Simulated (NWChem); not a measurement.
Molecule: SiNH$_{5}$; SMILES N[SiH3]

Program: NWChem. Pople sets run with spherical d functions. B3LYP is NWChem's, with the RPA form of VWN correlation. Each level has its own optimisation; frequencies are unscaled.

| level | r N–Si (Å) | r H–N (Å) | highest harmonic frequency (cm⁻¹) | lowest (cm⁻¹) | zero-point energy (kcal/mol) | dipole (D) |
|---|---|---|---|---|---|---|
| LDA (Slater exchange, VWN5)/def2-SVP | 1.726 | 1.024 | 3599 | 186 | 30.4 | 1.57 |
| Hartree-Fock/STO-3G | 1.749 | 1.024 | 4138 | 219 | 38.8 | 1.33 |
| B3LYP/6-31G* | 1.739 | 1.014 | 3641 | 197 | 31.8 | 1.45 |
